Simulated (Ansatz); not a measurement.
CH₃Cl₂GaO, SMILES `C[O][Ga]([Cl])[Cl]`. Total charge 0; spin multiplicity 1.

Cartesian coordinates in Å:
```
C 1.246 -0.021 0.419
O 0.326 -0.590 -0.489
Ga -1.361 -0.108 -0.592
Cl -2.128 1.402 0.690
Cl -2.603 -1.057 -2.010
H 1.661 -0.810 1.052
H 2.064 0.443 -0.139
H 0.797 0.740 1.068
```

Question: What are the harmonic wavenumbers in cm⁻¹ at PBE0-D4/def2-TZVP (Ansatz, finite differences of forces, unscaled)? (An estimate is asked.)

Answer: Computed: 66, 90, 105, 123, 163, 271, 401, 467, 649, 1120, 1177, 1207, 1479, 1492, 1500, 3020, 3092, 3100.

Question: Is this a minimum?

Answer: Yes, all 18 modes are real.

Question: Give the ideal-gas thermochemistry at 298.15 K and 1 bar (rigid rotor, harmonic oscillator; point group Cs, symmetry number 1).

Answer: Zero-point energy 116.8 kJ/mol; H(298) − E = 139.3 kJ/mol; entropy 379.5 J/(mol·K), of which translation 173.0, rotation 119.9, vibration 86.5; G(298) − E = 26.2 kJ/mol. Modes under 100 cm⁻¹ are hindered rotations or soft bends, so the harmonic entropy is rough.
